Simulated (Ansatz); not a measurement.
Ansatz (a quantum-chemistry and plane-wave program) input (HF/3-21G): The .json file is the Basis Set Exchange's 3-21G.

Ansatz 0.2 input:
```yaml
crystal:
  periodic: [false, false, false]
  atoms:
    - {symbol: C, position_ang: [1.59686800, 0.71211700, -0.07494600]}
    - {symbol: Si, position_ang: [-0.00952900, -0.20856300, -0.37574900]}
    - {symbol: C, position_ang: [-1.50729300, 0.88449800, -0.09190400]}
    - {symbol: F, position_ang: [-0.08230700, -1.41246900, 0.70829000]}
    - {symbol: H, position_ang: [2.46148500, 0.06146200, -0.20957200]}
    - {symbol: H, position_ang: [1.61490600, 1.10059300, 0.94838300]}
    - {symbol: H, position_ang: [1.68984500, 1.55329100, -0.76474300]}
    - {symbol: H, position_ang: [-1.49335300, 1.27320100, 0.93140400]}
    - {symbol: H, position_ang: [-1.49904500, 1.73037600, -0.78216300]}
    - {symbol: H, position_ang: [-2.43711700, 0.33349200, -0.23633200]}
basis:
  gaussian:
    orbitals: 3-21G.json
hamiltonian:
  xc: {name: HF}
magnetization: {spin_polarized: true, initial_magnetization: 1}
relax: {f_tol: 0.003, max_steps: 120}
```

From the output:

```
integrals: 0.01 GiB planned
657 factors; integrals over basis functions are off by at most 5.4e-4 eV
mean field: 0.15 GiB planned
mean field -12657.41729754 eV, -465.1515061790 hartree, gradient 5.2e-5 eV, S^2 0.751586; 0 other end points of the search recorded, 0 dependent functions left out
the calculation of the forces begins
reference -12657.41729754 eV, -465.1515061790 hartree; 21, 20 occupied and 31, 32 virtual orbitals, 657 factors
relax step   6: F+E_penalty+E_count = -12657.41729754 eV  Δ(F+E_penalty+E_count) = -7.402e-6 eV  max|allowed force component| = 5.175e-3 eV/Å  Δτ_max = 0.0012 Å  (30 SCF iters, accepted)
these checks for a lower state are left out or cut short: starts, cluster_reference, orbital_swaps, neighbouring_geometries, increment
integrals: 0.01 GiB planned
657 factors; integrals over basis functions are off by at most 5.4e-4 eV
mean field: 0.15 GiB planned
mean field -12657.41728841 eV, -465.1515058434 hartree, gradient 5.2e-5 eV, S^2 0.751586; 0 other end points of the search recorded, 0 dependent functions left out
the calculation of the forces begins
reference -12657.41728841 eV, -465.1515058434 hartree; 21, 20 occupied and 31, 32 virtual orbitals, 657 factors
relax step   7: F+E_penalty+E_count = -12657.41728841 eV  Δ(F+E_penalty+E_count) = +9.133e-6 eV  max|allowed force component| = 2.124e-2 eV/Å  Δτ_max = 0.0033 Å  (29 SCF iters, rejected (line search))
these checks for a lower state are left out or cut short: starts, cluster_reference, orbital_swaps, neighbouring_geometries, increment
integrals: 0.01 GiB planned
657 factors; integrals over basis functions are off by at most 5.4e-4 eV
mean field: 0.15 GiB planned
mean field -12657.41730212 eV, -465.1515063471 hartree, gradient 5.2e-5 eV, S^2 0.751586; 0 other end points of the search recorded, 0 dependent functions left out
the calculation of the forces begins
reference -12657.41730212 eV, -465.1515063471 hartree; 21, 20 occupied and 31, 32 virtual orbitals, 657 factors
relax step   8: F+E_penalty+E_count = -12657.41730212 eV  Δ(F+E_penalty+E_count) = -4.575e-6 eV  max|allowed force component| = 5.824e-3 eV/Å  Δτ_max = 0.0017 Å  (29 SCF iters, accepted)
these checks for a lower state are left out or cut short: starts, cluster_reference, orbital_swaps, neighbouring_geometries, increment
integrals: 0.01 GiB planned
657 factors; integrals over basis functions are off by at most 5.4e-4 eV
mean field: 0.15 GiB planned
mean field -12657.41730484 eV, -465.1515064471 hartree, gradient 5.2e-5 eV, S^2 0.751586; 0 other end points of the search recorded, 0 dependent functions left out
the calculation of the forces begins
reference -12657.41730484 eV, -465.1515064471 hartree; 21, 20 occupied and 31, 32 virtual orbitals, 657 factors
relax step   9: F+E_penalty+E_count = -12657.41730484 eV  Δ(F+E_penalty+E_count) = -2.720e-6 eV  max|allowed force component| = 1.667e-3 eV/Å  Δτ_max = 0.0017 Å  (30 SCF iters, accepted)
integrals: 0.01 GiB planned
657 factors; integrals over basis functions are off by at most 5.4e-4 eV
mean field: 0.15 GiB planned
mean field evaluation 64: about -12657.3711 eV, gradient 1.9e0 eV
mean field -12657.41730484 eV, -465.1515064471 hartree, gradient 5.2e-5 eV, S^2 0.751586; 1 other end points of the search recorded, 0 dependent functions left out
the calculation of the forces begins
reference -12657.41730484 eV, -465.1515064471 hartree; 21, 20 occupied and 31, 32 virtual orbitals, 657 factors
Total energy: -12657.41730484 eV, -465.1515064471 hartree
Atom 0 at     1.600852     0.720528    -0.066089 Å, force     0.000657     0.001648     0.000930 eV/Å
Atom 1 at    -0.012013    -0.250735    -0.348139 Å, force    -0.000155    -0.001299    -0.000112 eV/Å
Atom 2 at    -1.510398     0.893303    -0.083091 Å, force    -0.000527     0.001667     0.000979 eV/Å
Atom 3 at    -0.088064    -1.516109     0.697872 Å, force     0.000138     0.000313    -0.000072 eV/Å
Atom 4 at     2.479262     0.103252    -0.215647 Å, force    -0.000219    -0.000438    -0.000235 eV/Å
Atom 5 at     1.644766     1.128636     0.940526 Å, force     0.000113    -0.000568    -0.000499 eV/Å
Atom 6 at     1.646156     1.547764    -0.768260 Å, force    -0.000079    -0.000197    -0.000095 eV/Å
Atom 7 at    -1.519831     1.304310     0.923258 Å, force    -0.000188    -0.000487    -0.000481 eV/Å
Atom 8 at    -1.456215     1.720084    -0.785163 Å, force     0.000139    -0.000218    -0.000157 eV/Å
Atom 9 at    -2.450055     0.376964    -0.242599 Å, force     0.000121    -0.000422    -0.000259 eV/Å
Dipole moment:     0.022969     0.388482    -0.250363 e Å
```

The geometry given is a B3LYP-D3(BJ)/def2-TZVP minimum.
